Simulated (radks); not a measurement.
All-electron atom: Tc39+ in [He] 2s2 (the NIST ground configuration).

Method: Dirac Kohn-Sham, relativistic LDA (MacDonald-Vosko exchange, VWN5 correlation), spin-unpolarised, spherical densities, finite nucleus; Fermi nuclear charge, rms radius 4.4112 fm; computed with a radial shooting solver on a logarithmic mesh with Libxc functionals.

Energy parts (eV):
part                       energy
total                  -62506.618
kinetic                 65738.542
electron-nucleus      -130311.158
Hartree                  2841.075
exchange-correlation     -775.076

Orbitals (lengths in bohr, moments of r in powers of bohr):
orbital  occ.  eigenvalue (eV)      <r^4>  small-component weight
1s1/2       2        -24174.12  6.409e-06                2.46e-02
2s1/2       2        -5758.560  0.0008747                5.85e-03

The highest occupied level is 2s1/2 at -5758.6 eV. Summed over all electrons, <r^2> = 0.04902 bohr^2, which gives a Langevin (diamagnetic) susceptibility term of -0.0388 x 10^-6 cm^3/mol. The electron density at the nucleus is 9.896e+04 e/bohr^3. For comparison, the ionisation energy in NIST's Atomic Spectra Database is 5838 eV (semi-empirical). In exact Kohn-Sham theory the highest level is minus the ionisation energy, but local and semilocal functionals leave it too shallow, through self-interaction and a potential that decays too fast; potentials with the right tail come closer.
